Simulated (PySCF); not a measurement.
PBE on Br (bromine, neutral)

Configuration: [Ar] 3d10 4s2 4p5, 2P determinant. Calculation: PySCF 2.14, in x2c-QZVPPall with one added diffuse shell each of s, p, d, f type (12s9p6d5f1g, 113 functions); scalar relativity by spin-free X2C-1e.

- Total energy: -2605.958 hartree
- One-electron energy: -3622.395 hartree
- Hartree (Coulomb) energy: 1108.988 hartree
- Exchange-correlation energy: -92.551 hartree
- ⟨S²⟩: 0.7525
- ⟨L²⟩: 2.017
- Sum of ⟨r⟩: 25.72 bohr
- Sum of ⟨r²⟩: 40.18 bohr²
- Traceless quadrupole moment −½Σ⟨3z² − r²⟩ along its main axis: 1.92 e·bohr²
- Langevin diamagnetic susceptibility: -31.8 ×10⁻⁶ cm³/mol

```
shell  electrons  mean orbital energy (hartree)  spread (hartree)  rms radius, mean of both spins (bohr)
 1s α          1                     -488.85666                 0                                 0.0492
 1s β          1                     -488.85447                 0                                 0.0492
 2s α          1                      -63.62856                 0                                  0.206
 2s β          1                      -63.62738                 0                                  0.206
 2p α          3                      -56.12600           0.00772                                  0.183
 2p β          3                      -56.12393           0.00445                                  0.183
 3s α          1                       -8.74157                 0                                  0.592
 3s β          1                       -8.73876                 0                                  0.592
 3p α          3                       -6.37173           0.02027                                  0.611
 3p β          3                       -6.36855           0.01483                                  0.611
 3d α          5                       -2.45217           0.02073                                  0.658
 3d β          5                       -2.44795           0.01355                                  0.658
 4s α          1                       -0.75417                 0                                   1.80
 4s β          1                       -0.72054                 0                                   1.80
 4p α          3                       -0.30223           0.04730                                   2.29
 4p β          2                       -0.27316                 0                                   2.29
```

Densities and radii are taken from the X2C orbitals without a picture-change correction, which distorts them close to the nucleus.
